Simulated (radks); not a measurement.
Results of a calculation; reference values are marked as such.
Excited configurations of As+: one electron is placed in a higher orbital outside [Ar] 3d10 4s2 4p1. The ground configuration is [Ar] 3d10 4s2 4p2. Level of theory: scalar-relativistic Kohn-Sham, PBEsol, spin-polarised, spherical densities, finite nucleus; open shells are filled with parallel spins first; Fermi nuclear charge, rms radius 4.0968 fm (a radial shooting solver on a logarithmic mesh with Libxc functionals). Excitation = E - E(ground); binding = E(ion) - E, where the ion is the core of charge +2; n* = 2/sqrt(2 binding) in atomic units, and the quantum defect is n - n*.

| outer orbital | excitation (eV) | binding (eV) | n* | quantum defect | <r> (bohr) |
|---|---|---|---|---|---|
| 4f | 14.985 | 3.608 | 3.884 | 0.116 | 8.441 |
| 5p | 11.748 | 6.845 | 2.820 | 2.180 | 5.801 |
| 6d | 15.909 | 2.684 | 4.503 | 1.497 | 14.59 |
| 6f | 16.836 | 1.757 | 5.565 | 0.435 | 21.64 |
| 7d | 16.733 | 1.860 | 5.409 | 1.591 | 21.86 |

The Delta-SCF ionisation energy is 18.593 eV (NIST Atomic Spectra Database: 18.589 eV, measured). Self-interaction in the functional shifts the binding energies and quantum defects, so they are the method's values and not measured ones. Open shells are spherical and high-spin; term and fine-structure splittings are not resolved.
